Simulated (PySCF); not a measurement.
H3O3Sn (SMILES [OH][Sn+]([OH])[OH]), charge +1, singlet, at a GFN2-xTB geometry (such geometries of metal compounds can be far from the true shape) (all electrons, no relativity); B3LYP/3-21G run with PySCF.

Here is a job for PySCF.
```python
from pyscf import gto, scf, dft

mol = gto.Mole()
mol.atom = '''
    Sn    0.019422   -0.007141   -0.004427
    O     1.669592   -0.376531   -0.741890
    H     1.965869    0.020640   -1.580091
    O    -0.415834   -0.820580    1.577137
    H    -1.290427   -0.624364    1.967327
    O    -1.304591    1.114475   -0.669367
    H    -1.239878    1.621844   -1.492950
'''
mol.basis = '3-21g'
mol.charge = 1
mol.spin = 0
mol.verbose = 4
mol.build()

mf = dft.RKS(mol)
mf.xc = 'b3lyp'
mf.kernel()
```

Output, abridged:

```
PySCF version 2.14.0

[INPUT] verbose = 4
[INPUT] num. atoms = 7
[INPUT] num. electrons = 76
[INPUT] charge = 1
[INPUT] spin (= nelec alpha-beta = 2S) = 0
[INPUT] symmetry False subgroup None
[INPUT] Mole.unit = angstrom
[INPUT] Symbol           X                Y                Z      unit          X                Y                Z       unit  Magmom
[INPUT]  1 Sn     0.019422000000  -0.007141000000  -0.004427000000 AA    0.036702260791  -0.013494534256  -0.008365817553 Bohr   0.0
[INPUT]  2 O      1.669592000000  -0.376531000000  -0.741890000000 AA    3.155071619765  -0.711540467409  -1.401968914554 Bohr   0.0
[INPUT]  3 H      1.965869000000   0.020640000000  -1.580091000000 AA    3.714954006773   0.039003947211  -2.985939241890 Bohr   0.0
[INPUT]  4 O     -0.415834000000  -0.820580000000   1.577137000000 AA   -0.785812373282  -1.550671463296   2.980356990918 Bohr   0.0
[INPUT]  5 H     -1.290427000000  -0.624364000000   1.967327000000 AA   -2.438553613744  -1.179876962038   3.717709227462 Bohr   0.0
[INPUT]  6 O     -1.304591000000   1.114475000000  -0.669367000000 AA   -2.465319694572   2.106052522675  -1.264920306822 Bohr   0.0
[INPUT]  7 H     -1.239878000000   1.621844000000  -1.492950000000 AA   -2.343029847873   3.064840976769  -2.821266617669 Bohr   0.0

nuclear repulsion = 428.200790066845
number of shells = 34
number of NR pGTOs = 135
number of NR cGTOs = 64
basis = 3-21g
ecp = {}

******** <class 'pyscf.dft.rks.RKS'> ********
method = RKS
initial guess = minao
damping factor = 0
level_shift factor = 0
DIIS = <class 'pyscf.scf.diis.CDIIS'>
diis_start_cycle = 1
diis_space = 8
diis_damp = 0
SCF conv_tol = 1e-09
SCF conv_tol_grad = None
SCF max_cycles = 50
direct_scf = True
direct_scf_tol = 1e-13
XC library pyscf.dft.libxc version 7.1.2
    S. Lehtola, C. Steigemann, M. J. T. Oliveira, and M. A. L. Marques,  SoftwareX 7, 1–5 (2018)
XC functionals = b3lyp
    P. J. Stephens, F. J. Devlin, C. F. Chabalowski, and M. J. Frisch,  J. Phys. Chem. 98, 11623 (1994)
radial grids:
    Treutler-Ahlrichs [JCP 102, 346 (1995); DOI:10.1063/1.469408] (M4) radial grids

becke partition: Becke, JCP 88, 2547 (1988); DOI:10.1063/1.454033
pruning grids: <function nwchem_prune>
grids dens level: 3
symmetrized grids: False
atomic radii adjust function: <function treutler_atomic_radii_adjust>
small_rho_cutoff = 0
Set gradient conv threshold to 3.16228e-05
Initial guess from minao.
tot grids = 93632
init E= -6212.61036573613
  HOMO = -0.466700219067888  LUMO = -0.203214249665559  gap/eV = 7.16982
cycle= 1 E= -6224.51172638542  delta_E= -11.9  |g|= 1.18  |ddm|=  2.7
  HOMO = -0.350177424218314  LUMO = -0.23935172697371  gap/eV = 3.01572
cycle= 2 E= -6223.97156445172  delta_E= 0.54  |g|= 1.99  |ddm|= 2.52
  HOMO = -0.507869491399665  LUMO = -0.306774744706351  gap/eV = 5.47207
cycle= 3 E= -6224.7741592787  delta_E= -0.803  |g|= 0.199  |ddm|= 1.76
  HOMO = -0.514212864719152  LUMO = -0.309361310017176  gap/eV = 5.57429
cycle= 4 E= -6224.77791497881  delta_E= -0.00376  |g|= 0.159  |ddm|= 0.283
  HOMO = -0.519614779948053  LUMO = -0.308594893519222  gap/eV = 5.74214
cycle= 5 E= -6224.78272999567  delta_E= -0.00482  |g|= 0.0209  |ddm|= 0.122
  HOMO = -0.521176606481239  LUMO = -0.307494047763007  gap/eV = 5.81460
cycle= 6 E= -6224.78279891072  delta_E= -6.89e-05  |g|= 0.0115  |ddm|= 0.0239
  HOMO = -0.52038543847326  LUMO = -0.30699831774226  gap/eV = 5.80656
cycle= 7 E= -6224.78282759893  delta_E= -2.87e-05  |g|= 0.00117  |ddm|= 0.0105
  HOMO = -0.520515649247547  LUMO = -0.307078786987976  gap/eV = 5.80791
cycle= 8 E= -6224.78282788005  delta_E= -2.81e-07  |g|= 0.000162  |ddm|= 0.00112
  HOMO = -0.520527971374615  LUMO = -0.307076324842891  gap/eV = 5.80832
cycle= 9 E= -6224.78282788678  delta_E= -6.73e-09  |g|= 1.59e-05  |ddm|= 0.000185
  HOMO = -0.520525714362144  LUMO = -0.307075501649497  gap/eV = 5.80828
cycle= 10 E= -6224.78282788682  delta_E= -4e-11  |g|= 2.23e-06  |ddm|= 1.9e-05
  HOMO = -0.520525356650738  LUMO = -0.30707540930766  gap/eV = 5.80827
Extra cycle  E= -6224.78282788685  delta_E= -2.36e-11  |g|= 4.52e-06  |ddm|= 5.52e-06
converged SCF energy = -6224.78282788685
```
